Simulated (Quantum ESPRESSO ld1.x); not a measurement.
Problem. The table gives one normalised radial function P(r) = r R(r) of Be+ in [He] 7f1 (r in bohr). All-electron calculation, scalar-relativistic Kohn-Sham, LDA (Slater exchange, Perdew-Zunger correlation), spin-polarised, spherical densities, point nucleus; open shells are filled with parallel spins first. Program: ld1.x of Quantum ESPRESSO 7.5.

r,P
0.02223,0.2970
0.02557,0.3371
0.02941,0.3819
0.03417,0.4353
0.03931,0.4906
0.04522,0.5512
0.05201,0.6171
0.06043,0.6935
0.06951,0.7696
0.07995,0.8495
0.09197,0.9320
0.1069,1.0216
0.1229,1.1038
0.1414,1.1818
0.1626,1.2525
0.1889,1.3156
0.2173,1.3585
0.25,1.3817
0.2876,1.3813
0.3308,1.3542
0.3843,1.2937
0.4421,1.2077
0.5085,1.0955
0.5849,0.9617
0.6796,0.8024
0.7817,0.6482
0.8992,0.4984
1.034,0.3622
1.202,0.2394
1.382,0.1505
1.59,0.0869
1.829,0.0454
2.125,0.0200
2.444,0.0082
2.811,0.0029
3.234,0.0009
3.757,0.0002
4.322,0.0000
4.971,0.0000
5.718,0.0000
6.578,0.0000
7.642,0.0000
8.791,0.0000
10.11,0.0000
11.63,0.0000
13.51,0.0000
15.54,0.0000
17.88,0.0000
20.57,0.0000
23.9,0.0000
27.49,0.0000
31.62,0.0000
36.37,0.0000
42.25,0.0000
48.6,0.0000
55.91,0.0000
64.31,0.0000
74.72,0.0000
85.94,0.0000
98.86,0.0000

Which n and l does it have? It may be an empty orbital.

Solution. n = 1, l = 0: the number of nodes gives n - l - 1 = 0, the rise at small r (about r^(l+1)) gives l, and the extent must fit the shell. The curve is that of 1s up; the table hardly tells the two spins apart. 1s up: eigenvalue -129.65 eV, 0 radial nodes, <r> = 0.421 bohr, 90 % of the charge inside 0.758 bohr.
